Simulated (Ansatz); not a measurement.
Basis-set extrapolation for C$_{3}$H$_{6}$BCl (PBE0-D4/def2-TZVP geometry, frozen core, the Gaussian-basis code of Ansatz). Multiplicity 1, RHF reference.

```tsv
	def2-TZVPP	def2-QZVPP
HF	-601.273735	-601.292880
MP2 correlation	-0.815011	-0.871908
CCSD(T) correlation	-0.897538	not run
```

Energies in hartree. Use E(X) = E(∞) + A·exp(−7.88·√X) for Hartree–Fock and E(X) = E(∞) + B·X^(−2.97) for correlation, with X = 3 and 4, and add CCSD(T) minus MP2 of the smaller set to the MP2 limit.

What is the CCSD(T) energy at the basis-set limit?

HF limit: -601.292880 + (-0.019145) × 0.13774 = -601.29552. MP2 limit: -0.871908 + (-0.056897) × 0.74074 = -0.91405. Higher-order term: -0.897538 − (-0.815011) = -0.08253. Total: -602.29210 hartree, 3.29 eV below CCSD(T)/def2-TZVPP.
